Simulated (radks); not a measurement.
Task: Spherical quantum dot in the effective-mass picture: electrons in a well V = -V0 / (1 + exp((r - R)/a)) with V0 = 7.13, R = 6.9, a = 0.42, with a point charge +1 (a donor) at the centre, all in effective atomic units (hartree* = m*/eps^2 hartree, bohr* = eps/m* bohr), one dielectric constant everywhere. Calculated with a radial shooting solver with Libxc functionals: non-relativistic Kohn-Sham, LDA (Slater exchange, Perdew-Wang correlation), spin-polarised, spherical densities. Levels are named by radial order and angular momentum (1s, 1p, 1d, 2s, ...), and open shells are averaged over m. Results are scaled to m* = 0.178 and eps = 11.9, for which hartree* = 34.2 meV and bohr* = 3.538 nm. At N = 27 the configuration is 1s2 1p6 1d10 2s(up 1, down 0) 1f(up 7, down 1). Does electron 28 go into 1g up or 1f down or 2s down?

Result: Into 1f down. The total energies of the other choices lie higher by 2.22 meV (2s down), 4.49 meV (1g up).
